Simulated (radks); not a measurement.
Question: Species: Re. Configuration: [Xe] 4f14 5d5 6s2. Method: scalar-relativistic Kohn-Sham, PBEsol, spin-polarised, spherical densities, point nucleus; open shells are filled with parallel spins first (spin-orbit coupling, left out, can overturn this in heavy ions); computed with a radial shooting solver on a logarithmic mesh with Libxc functionals. Some entries of the table are withheld. Estimate them.

orbital  occ.  eigenvalue (hartree)  <r^2> (bohr^2)  r(max) (bohr)
1s down     1             -2632.755       0.0004479        0.01124
1s up       1             -2632.755       0.0004479        0.01124
2s up       1             -456.4671        0.006877        0.06453
2s down     1             -456.4587        0.006877        0.06453
2p up       3             -398.3601        0.005710        0.05303
2p down     3             -398.3533        0.005709        0.05303
3s up       1             -105.6590         0.04459         0.1820
3s down     1             -105.6561         0.04459         0.1820
3p up       3             -88.52938         0.04542         0.1804
3p down     3             -88.52609         0.04542         0.1804
3d up       5             -69.11412         0.03765         0.1469
3d down     5             -69.10832         0.03765         0.1469
4s up       1             -22.02707          0.2192         0.4126
4s down     1             -22.01930          0.2192         0.4126
4p up       3             -16.40850          0.2499         0.4331
4p down     3             -16.40110          0.2498         0.4331
4d up       5              -9.36406          0.2899         0.4433
4d down     5              -9.35519          0.2895         0.4433
5s up       1              -3.15276           1.213         0.9391
5s down     1              -3.07977           1.195         0.9348
5p up       3              -1.75738           1.669          1.064
5p down     3              -1.66177           1.640          1.056
4f up       7              -1.54706          0.4234         0.4167
4f down     7              -1.52996          0.4154         0.4165
6s up       1                   (1)           10.10          2.514
5d up       5              -0.23628             (2)          1.428
6s down     1                   (3)           12.18          2.671
5d down     0              -0.12694             (4)          1.416
6p up       0              -0.05688           23.37          3.475
6p down     0              -0.03279           34.00          3.946

Answer: 
(1) 6s up eigenvalue (hartree): -0.24312
(2) 5d up <r^2> (bohr^2): 4.333
(3) 6s down eigenvalue (hartree): -0.17781
(4) 5d down <r^2> (bohr^2): 5.228
